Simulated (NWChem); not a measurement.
System: CH$_{3}$CdIO; SMILES C[O][Cd][I]

```xyz
7

Cd     0.1181     0.7962    -0.0001
I     -0.0430    -1.7806     0.0000
O      0.3928     2.7498     0.0002
C     -0.6295     3.6940     0.0000
H     -1.2904     3.6423     0.8899
H     -0.1784     4.7041     0.0042
H     -1.2852     3.6471    -0.8940
```
Atoms are numbered in this order, from 1.

Results from NWChem. Coordinates come from a PBE0/def2-SVP optimisation. def2 effective core potentials on Cd, I; no spin-orbit coupling. Level r2SCAN/def2-SVP: energy and gradient on several grids; changes count from the extra-fine grid, which is no exact limit either.

| grid | size of the energy change (μHa) | largest change of a gradient component (μHa/bohr) | time, medium = 1 (rough) |
|---|---|---|---|
| xcoarse | 1000 | 9000 | about 1 |
| coarse | 500 | 900 | about 1 |
| medium | 90 | 80 | about 1 |
| fine | < 10 | 80 | about 1 |
| xfine | < 10 | < 30 | 2 |
